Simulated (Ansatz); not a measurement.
One change: `[SiH3][SiH]1BO1` becomes `S[SiH]1BO1`.

Ansatz, PBE0-D4/def2-TZVP geometries, multiplicity 1. Each molecule was computed in one conformer, which needn't be the lowest.

| property | `[SiH3][SiH]1BO1` |
| --- | --- |
| HOMO–LUMO gap (PBE/def2-TZVPP) / eV | 3.80 |
| LUMO energy (PBE0/def2-TZVPP) / eV | -1.18 |
| LUMO energy (PBE/def2-TZVPP) / eV | -2.08 |
| HOMO energy (B3LYP/def2-TZVPP) / eV | -6.77 |
| HOMO–LUMO gap (ωB97M-V/def2-TZVPP) / eV | 9.70 |
| ideal-gas entropy at 298 K and 1 bar (rigid rotor, harmonic PBE0-D4/def2-TZVP) / J/(mol·K) | 330 |

Question: What does the change do to each property? (An estimate is asked.)

Answer: The calculation gave: 
| property | `S[SiH]1BO1` | shift |
| --- | --- | --- |
| HOMO–LUMO gap (PBE/def2-TZVPP) / eV | 3.75 | -0.05 |
| LUMO energy (PBE0/def2-TZVPP) / eV | -1.23 | -0.05 |
| LUMO energy (PBE/def2-TZVPP) / eV | -2.22 | -0.14 |
| HOMO energy (B3LYP/def2-TZVPP) / eV | -6.92 | -0.15 |
| HOMO–LUMO gap (ωB97M-V/def2-TZVPP) / eV | 9.99 | 0.29 |
| ideal-gas entropy at 298 K and 1 bar (rigid rotor, harmonic PBE0-D4/def2-TZVP) / J/(mol·K) | 309 | -21 |

With PBE0 the HOMO falls by 0.15 eV and the LUMO falls by 0.05 eV, so the gap widens by about 0.10 eV. PBE moves the HOMO by -0.08 eV and ωB97M-V by -0.19 eV. The zero-point energy changes by -39.1 kJ/mol with -6 modes.

B3LYP here is the variant with VWN-RPA as its local correlation; programs differ in this.
